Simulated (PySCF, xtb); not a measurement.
C2H4BrFSi, SMILES C=C[SiH](F)Br. One conformer was computed; it need not be the lowest.

Harmonic wavenumbers (cm⁻¹) from GFN2-xTB (xtb 6.7.1) at its own minimum, in rising order: 46, 112, 160, 186, 343, 432, 506, 636, 667, 735, 847, 929, 1013, 1025, 1278, 1417, 1663, 2406, 3045, 3087, 3112.

Problem. What does PySCF 2.14.0 with PBE-D3(BJ)/def2-SVP give at its own minimum? (An estimate is asked for; the answer gives what the named calculation found.)

Solution. 77, 139, 183, 219, 371, 438, 518, 668, 779, 786, 880, 961, 973, 998, 1226, 1367, 1616, 2206, 3058, 3083, 3156. Paired by order, the mean absolute difference is 43 cm⁻¹ and the zero-point energies are 33.8 and 33.9 kcal/mol.
